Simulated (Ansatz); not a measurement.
Species: CH3Br3Si, net charge 0, singlet state. 
Structure (B3LYP-D3(BJ)/def2-TZVP (Ansatz, a first-principles code) minimum search):
```
Si
C 1 1.8507
H 2 1.0906 1 109.79
H 2 1.0906 3 109.15 1 -120.39
H 2 1.0906 3 109.15 4 -119.22
Br 1 2.2232 2 110.17 3 -60.00
Br 1 2.2232 2 110.17 3 60.00
Br 1 2.2232 2 110.17 3 180.00
```
Charge 0, spin multiplicity 1.

Computed values are from Ansatz. Correlated levels leave the core frozen unless marked. UHF or UKS for open shells. Spin-orbit coupling is left out. The frozen core is the preceding noble-gas configuration, with the filled d and f shells of earlier blocks. Non-relativistic. Basis-set limits of correlation are two-point, X^-3; Hartree-Fock from the larger set.

What is the T1 diagnostic at CCSD/def2-QZVPPD?

0.010.

What is the dipole moment at CCSD(T)/def2-SVPD?

1.78 D.

What is the atomisation energy De at CCSD(T)/CBS(def2-TZVPPD,def2-QZVPPD)?

2664.3 kJ/mol.

What is the total energy at CCSD(T)/CBS(def2-TZVPPD,def2-QZVPPD)?

-8047.1463 Eh.
